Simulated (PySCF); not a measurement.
Atom-mapped SMILES (the numbers label the heavy atoms): `[CH3:1][O:2][C:3]([F:4])([F:5])[C@H:6]([F:7])[Cl:8]`; H(Xn) means a hydrogen on atom n.

[PySCF 2.14: geometry from PBE0-D3(BJ)/def2-SVP; NMR shieldings at PBE0/pcSseg-1/GIAO; rapidly exchanging positions averaged; one conformer; non-relativistic; isolated molecule]

δ = σ(ref) − σ, references computed at the same level: 13C, 1H vs TMS; H2O for 17O; CFCl3 for 19F; HCl for 35Cl.

```
atoms  nucleus  count  δ (ppm)
   F7      19F      1   -174.1
  Cl8     35Cl      1      206
   F4      19F      1   -120.4
H(C6)       1H      1     5.71
   O2      17O      1        ?
   C1      13C      1        ?
   F5      19F      1        ?
   C6      13C      1    102.7
H(C1)       1H      3     3.64
   C3      13C      1    123.6
```

Problem. Complete the table.

Solution. 
- C1: 49.2 ppm, methyl carbon bonded to O; deshielded by the electronegative neighbour
- O2: 83.3 ppm, ether oxygen
- F5: -109.6 ppm, fluorine of a CF2 group

Carbons that carry Cl, above all several Cl atoms, come out too deshielded, partly because spin–orbit coupling is missing. Shifts are as computed. Against solution values, carbons near 30 ppm lie about +2 ppm off and those near 130 ppm about +5 ppm; carbons on Cl a further +5 ppm. Of 1211 compounds with measured shifts, 218 miss one by over three times the rms of a fit or turn the order of signals round; such compounds aren't used in these exercises. Unscaled 19F shifts against computed CFCl3 carry errors that often reach 10 to 50 ppm. Experimental scales use liquid or dissolved standards, which lie at an offset from isolated H2O (liquid H2O: subtract about 36 ppm).
